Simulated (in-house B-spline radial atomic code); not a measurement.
A fraction x of an electron is removed from 3p in K, starting from [Ar] 4s1 and keeping the highest spin. Level of theory: non-relativistic HSE06, spin-polarised, spherical fractional occupations, point nucleus; calculated with a radial B-spline atomic code at the basis-set limit.

Caution: exact exchange at fractional occupations of open shells leaves self-interaction of up to several eV.

```
   x  E(x) - E(0) (eV)  3p down level (eV)
   0            0.0000             -20.364
 0.1            2.0862             -21.364
0.16                 ?                   ?
0.36            7.9901             -24.074
0.48           10.9564             -25.370
 0.5           11.4659             -25.588
0.53           12.2385             -25.917
0.73           17.6443             -28.148
0.84           20.8093             -29.400
0.92                 ?                   ?
   1           25.6612             -31.251
```

Q: What belongs in the row x = 0.16?

A: An energy change of 3.3864 eV; 3p down at -21.976 eV.

Q: What belongs in the row x = 0.92?

A: An energy change of 23.1983 eV; 3p down at -30.322 eV.

Q: Check Janak's theorem between x = 0.36 and 0.48.

A: The slope of the energy is 24.72 eV; the orbital levels give 24.72 eV (-ε of the emptying orbital, averaged over the two points).
